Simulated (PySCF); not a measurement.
**How methods differ on the excitation energy of Te(2+)**

Te(2+) [Kr] 4d10 5s2 5p2 (3P) → Te(2+) [Kr] 4d10 5s1 5p3 (5S), as a difference of total energies. Calculation: PySCF 2.14, in aug-cc-pwCVTZ-PP with ECP28MDF (8s7p6d4f1g, 96 functions); a scalar-relativistic core potential. Correlated levels: valence: 4s2 4p6 4d10 frozen. The calculations carry no spin-orbit coupling.

```csv
method,excitation energy (eV)
UHF,5.370
MP2 (valence),6.272
SCS-MP2 (valence),6.666
CCSD (valence),6.482
CCSD(T) (valence),6.513
```

Problem. How much does correlation contribute at CCSD(T) (valence)?

Solution. 6.513 − (5.370) = 1.143 eV, measured against UHF.
